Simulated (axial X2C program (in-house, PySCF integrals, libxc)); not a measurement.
## RbOs with a deliberately poor setting

Computed with an axial X2C code built on PySCF integrals.

The run was started with this input:
```json
{"zs": [76, 37], "q": 0, "bas": ["dyall-v2z", "dyall-v2z"], "levels": ["PBE0", "HF", "PW91", "B97-3"], "cc": false, "r0": 3.39, "npts": 10, "nst": 2, "ntry": 6, "opt": {"ecut": 3.0}}
```
```bash
python so2c.py task.json out
```

Keys: zs atomic numbers; q charge; bas basis sets; levels methods; cc coupled cluster on or off; r0 starting distance in Å; npts points on the curve; nst determinants followed; ntry starts of the search; ecut virtual cutoff in hartree. HF also brings MP2.

Q: One numerical setting was spoiled on purpose. Which, and what came out?

A: Virtual space cut too low. States: spin-free M_S = 3/2, Λ = 0; 2c Ω = 7/2. The apparent results, which are not to be taken for properties of RbOs:

| Hamiltonian | level | points converged | Re (Å) | ωe (cm⁻¹) | De (eV) | curve-fit residual (μEh) |
| --- | --- | --- | --- | --- | --- | --- |
| spin-free | PBE0 | 10 of 10 | 3.012 | 112 | 1.22 | 3.5 |
| spin-free | HF | 10 of 10 | 3.286 | 87 | -0.47 | 0.0058 |
| spin-free | MP2 | 10 of 10 | 3.012 | 119 | 0.40 | 0.95 |
| spin-free | PW91 | 10 of 10 | 2.994 | 113 | 1.59 | 4.6 |
| spin-free | B97-3 | 10 of 10 | 3.067 | 108 | 1.15 | 4.4 |
| 2c | PBE0 | 10 of 10 | 3.198 | 101 | 1.06 | 3.6 |
| 2c | HF | 10 of 10 | 3.492 | 71 | -0.42 | 0.25 |
| 2c | MP2 | 10 of 10 | 3.248 | 107 | 0.24 | 2.5 |
| 2c | PW91 | 10 of 10 | 3.195 | 94 | 1.38 | 4.6 |
| 2c | B97-3 | 10 of 10 | 3.246 | 99 | 1.02 | 3.2 |
